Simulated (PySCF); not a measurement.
**Question.** Give a GFN2-xTB geometry of `CNC(=O)CC(F)(Cl)Cl`.

**Answer.** 
```xyz
15
C4H6Cl2FNO angstrom
C      2.5930    0.4021   -0.2643
N      1.3349   -0.3064   -0.2644
C      0.1482    0.3337   -0.2175
O      0.0304    1.5321   -0.1774
C     -1.0365   -0.6529   -0.2126
C     -2.3761    0.0552   -0.1538
F     -2.5026    0.7709    0.9782
Cl    -3.6943   -1.1621   -0.1421
Cl    -2.6195    1.1383   -1.5367
H      2.3694    1.4648   -0.1937
H      3.1448    0.2091   -1.1856
H      3.2017    0.1018    0.5898
H      1.3668   -1.3123   -0.3025
H     -1.0078   -1.2693   -1.1117
H     -0.9567   -1.2970    0.6668
```

Orientation and origin are arbitrary. Atoms count from 1 in this order. The 2 C–N bonds span 1.349 Å (N2–C3, drawn single) to 1.444 Å (C1–N2, drawn single), a spread of 0.095 Å. N2 (amide nitrogen) is planar (angles 122.2°, 120.2° and 117.6°, sum 360.0°, 0.00 Å off the plane of its three neighbours). The C–C distances run from 1.516 Å (C5–C6, drawn single) to 1.542 Å (C3–C5, drawn single), a spread of 0.026 Å. The 2 C–Cl bonds span 1.773 Å (C6–Cl9, drawn single) to 1.794 Å (C6–Cl8, drawn single), a spread of 0.021 Å.

Bonds between heavy atoms (Å): C1–N2 1.444, N2–C3 1.349, C3=O4 1.205, C3–C5 1.542, C5–C6 1.516, C6–F7 1.345, C6–Cl8 1.794, C6–Cl9 1.773.

The geometry is computed with GFN2-xTB (gas phase).

Point group: C1 (no symmetry element, even within 0.4 Å). Whether it is a minimum is left open (no frequencies). One conformer, not necessarily the lowest (C1–N2–C3–O4 0°, N2–C3–C5–C6 180°, C3–C5–C6–F7 -62°).
